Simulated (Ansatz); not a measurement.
Energy needed to pull apart CH3Ag, singlet, into free ground-state atoms, from the structure below (displaced at random from its PBE0-D4/def2-TZVP minimum); no zero-point or spin–orbit terms; open-shell atoms are treated unrestricted, in their ground-state multiplicity.

```
5
angstrom
C -0.1549 0.0958 -0.0299
Ag 1.6199 -0.7525 0.6512
H -0.8220 -0.1664 0.8517
H -0.6078 -0.7198 -1.0943
H 0.0265 1.0869 -0.1133
```

Computed with Ansatz 0.2.0 (basis: def2-TZVPP); correlated methods freeze the cores. Filled d shells of the heavier atoms are correlated. Core potentials replace the inner electrons of the atoms past krypton.

```csv
method,atomization energy (kJ/mol)
PBE-D4,1390
r2SCAN-D4,1363
PBE0-D4,1344
wB97M-V,1351
HF,896
MP2,?
CCSD,?
CCSD(T),1323
```

Question: What does MP2 give? (An estimate is asked for; the value comes from the calculation.)

Answer: By the calculation: 1328 kJ/mol, which is about 5 kJ/mol more than CCSD(T)/def2-TZVPP.

Question: What does CCSD give? (To be estimated.)

Answer: The calculation gives: 1293 kJ/mol, which is about 30 kJ/mol less than CCSD(T)/def2-TZVPP.

In triple zeta the MP2 and coupled-cluster atomization energies are still short of their basis limit by a few kcal/mol a bond, whereas those of the functionals are nearly converged, so these differences are not deviations from converged CCSD(T).

No T1 diagnostic of these runs exceeds 0.025.

For scale, one of the runs: CCSD(T)/def2-TZVPP forces, 129 basis functions (an equivalent command: `ansatz run in.yaml --threads 2`). The run took 50 s on 2 CPU threads (shared host), with 1.2 GiB of host memory at its peak.
